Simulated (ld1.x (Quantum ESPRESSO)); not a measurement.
**Varying the RRKJ potential for Sn (Z = 50)**

Base potential:

| Quantity | Value |
| --- | --- |
| Element | tin |
| Generator | ld1.x (Quantum ESPRESSO) 7.5 |
| Type | norm-conserving RRKJ (Kleinman–Bylander form) |
| Functional | LDA (PZ) |
| Relativity | scalar-relativistic |
| Frozen core | [Ar] 3d10 |
| Valence charge | 22 |
| Reference configuration | 4s2 4p6 4d10 5s2 5p1 (charge +1) |
| Partial waves | 4p (bound): rc 1.00 bohr; 4d (bound): rc 1.05 bohr; 4s (bound): rc 1.10 bohr |
| Local potential | the s channel |
| Core correction | none |
| rho0 | 0.02 |

Occupied shells without a wave of their own: 5p, 5s. They enter only through the test configuration that unscreens the potential.

Cutoffs, loose and tight: the cutoffs (Ry, on a coarse ladder) from which the occupation-weighted sum of valence levels, in a spherical-Bessel basis at the reference potential, stays within 10 and 1 mRy of its value at 400 Ry. They do not see the model core or the augmentation charge, which bear on the density cutoff. Test errors are all-electron minus pseudo excitation energies from the reference, over the configurations 4s2 4p6 4d10 5s2 5p2; 4s2 4p6 4d10 5s2 5p0; 4s2 4p6 4d10 5s1 5p0; 4s2 4p6 4d9 5s2 5p3; 4s2 4p6 4d10 5s2 5p1.5; 4s2 4p5 4d10 5s2 5p2; 4s2 4p6 4d10 5s1 5p3 (two spin-polarised tests are not counted in the largest error). A dash means not determined; rows that change the core or the reference have their own tests.

```csv
change,outcome,"cutoff, loose","cutoff, tight",bound ghosts,largest test error (meV)
base,"generated, misses its reference levels by 0.97 eV",180 Ry,300 Ry,none,-1615
wave 4p (bound): rc 1.00 bohr becomes 4p (bound): rc 0.82 bohr,failed: compute_phi: phi has nodes before r_c,–,–,–,–
wave 4p (bound): rc 1.00 bohr becomes 4p (bound): rc 1.22 bohr,"generated, misses its reference levels by 0.97 eV",160 Ry,260 Ry,none,-1782
wave 4p (bound): rc 1.00 bohr becomes 4p (bound): rc 1.32 bohr,"generated, misses its reference levels by 0.97 eV",160 Ry,260 Ry,none,-1992
wave 4p (bound): rc 1.00 bohr becomes 4p (bound): rc 1.52 bohr,"generated, misses its reference levels by 0.97 eV",160 Ry,260 Ry,none,-2182
```

(1) What comes out with this change to the base: wave 4p (bound): rc 1.00 bohr becomes 4p (bound): rc 0.70 bohr?

(2) What comes out with this change to the base: wave 4p (bound): rc 1.00 bohr becomes 4p (bound): rc 0.94 bohr?

(3) What comes out with this change to the base: wave 4p (bound): rc 1.00 bohr becomes 4p (bound): rc 1.06 bohr?

## Answers

(1) outcome: generated, misses its reference levels by 0.97 eV; cutoff, loose: 300 Ry; cutoff, tight: over 300 Ry; bound ghosts: none; largest test error (meV): -1746.

(2) outcome: failed: run_pseudo: Errors in PS-KS equation. Cause: the pseudo-atom solver did not find the valence states with the expected number of nodes, which is the usual sign of a ghost state.

(3) outcome: generated, misses its reference levels by 0.97 eV; cutoff, loose: 180 Ry; cutoff, tight: 260 Ry; bound ghosts: none; largest test error (meV): -1639.

Reading the sweep of the p radius (base included, trends over the rows without a ghost): The loose cutoff falls from 300 Ry at 0.7 to 160 Ry at 1.52 bohr. A larger radius leaves more room for a smooth pseudo-wave, so fewer plane waves are needed; a smaller one forces it to follow the all-electron wave where it bends sharply. The median size of the test errors (rows with all tests solved) rises from 420.8 meV at 0.7 to 669.0 meV at 1.52 bohr, with one reversal. More of the atom is replaced by a form fitted at one configuration, so other configurations suffer as the radius grows. The generation fails at 0.82, 0.94 bohr.
